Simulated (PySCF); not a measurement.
## Electronic structure of Ir (iridium, neutral) at the PBE level

Configuration: [Xe] 4f14 5d7 6s2, high-spin 4F determinant. All numbers are calculated (PySCF 2.14, scalar relativity through the core potential, in aug-cc-pwCVDZ-PP with ECP60MDF).

```json
{
  "Total energy": "-104.4410 hartree",
  "One-electron energy": "-179.9867 hartree",
  "Hartree (Coulomb) energy": "85.9917 hartree",
  "Exchange-correlation energy": "-10.4460 hartree",
  "⟨S²⟩": "3.7557",
  "⟨L²⟩": "12.010",
  "Sum of ⟨r⟩": "26.98 bohr",
  "Sum of ⟨r²⟩": "55.88 bohr²",
  "Time after the integrals": "0.81 s of wall time on 1 thread of Neoverse-V2 (shared host)"
}
```

```
shell  electrons  mean orbital energy (eV)  spread (eV)  rms radius, mean of both spins (bohr)
 5s α          1                   -97.904            0                                   1.05
 5s β          1                   -96.225            0                                   1.05
 5p α          3                   -55.592            0                                   1.22
 5p β          3                   -53.591            0                                   1.22
 5d α          5                    -8.048        0.809                                   1.89
 6s α          1                    -6.694            0                                   3.15
 5d β          2                    -6.470            0                                   1.89
 6s β          1                    -5.699            0                                   3.15
```

Energies and moments cover only the electrons outside the core potential. Spin-orbit coupling, absent here, splits the open shell strongly.
